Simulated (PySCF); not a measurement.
**Polarisability and C₆ of Ca⁺ (calcium, charge +1)**

[Ar] 4s1, 2S determinant. Calculation: PySCF 2.14, in aug-cc-pwCVTZ-X2C (9s8p6d3f, 84 functions); scalar relativity by spin-free X2C-1e. Coupled (time-dependent) response in atomic units; α is the mean over directions.

```
method  mean α (bohr³)  C₆ (like pair)  S(−4)
 HSE06           78.82           572.9   5934
  BLYP           67.52           461.5   4310
```

S(−4) is the Cauchy moment in α(ω) = α(0) + S(−4) ω² + …

α(iu) at HSE06:

```csv
u (hartree),α(iu) (bohr³)
0,78.82
0.0500,66.42
0.100,45.62
0.200,21.56
0.300,12.61
0.500,6.624
0.750,4.206
1.00,3.068
1.50,1.888
2.00,1.275
3.00,0.6879
5.00,0.2974
```

A single London oscillator, α(iu) = α/(1 + u²/ω²), gives C₆ = (3/4) ω α². Matching the computed C₆ needs ω = 4 × 572.9 / (3 × 78.82²) = 0.123 hartree.

For an ion, C₆ is the dispersion term alone; charge-induced terms of lower order in 1/R come first.
